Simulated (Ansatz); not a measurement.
Relaxation of CH4BrSi (7 atoms, charge 1, multiplicity 1), to a largest force component of 0.02 eV/Å in at most 40 steps.

Level of theory: RKS B3LYP-D4/def2-SVP (Ansatz).

```xyz
7
Properties=species:S:1:pos:R:3:forces:R:3
C -0.728 0.466 -0.291 0.61 -0.01 0.16
Si 0.878 -0.297 0.279 -1.21 -0.70 -0.09
Br 0.922 -2.381 0.873 -0.03 0.56 -0.16
H -0.624 1.524 -0.548 0.27 0.28 -0.02
H -1.497 0.388 0.484 -0.13 -0.18 0.34
H -1.118 -0.051 -1.174 0.00 -0.34 -0.24
H 2.168 0.351 0.377 0.49 0.39 0.00
```

Problem. Where does it end, and by what steps?

Solution. The run converged. After 3 steps the energy has fallen by 0.056 eV; H4 moved furthest, 0.07 Å.

```json
{"step": "0", "energy less start (eV)": "0.0000", "largest force component (eV/Å)": "1.206", "accepted": "yes"}
{"step": "1", "energy less start (eV)": "-0.0518", "largest force component (eV/Å)": "0.412", "accepted": "yes"}
{"step": "2", "energy less start (eV)": "-0.0555", "largest force component (eV/Å)": "0.068", "accepted": "yes"}
{"step": "3", "energy less start (eV)": "-0.0557", "largest force component (eV/Å)": "0.011", "accepted": "yes"}
```

```xyz
7
Properties=species:S:1:pos:R:3
C -0.720 0.463 -0.288
Si 0.839 -0.313 0.273
Br 0.897 -2.365 0.865
H -0.560 1.525 -0.533
H -1.487 0.368 0.503
H -1.101 -0.076 -1.175
H 2.131 0.398 0.355
```

Whether the end is a true minimum wasn't checked by a vibrational analysis.

The run took 15 s on 1 thread of Arm Neoverse V1, on a shared host, peak memory 0.17 GiB.
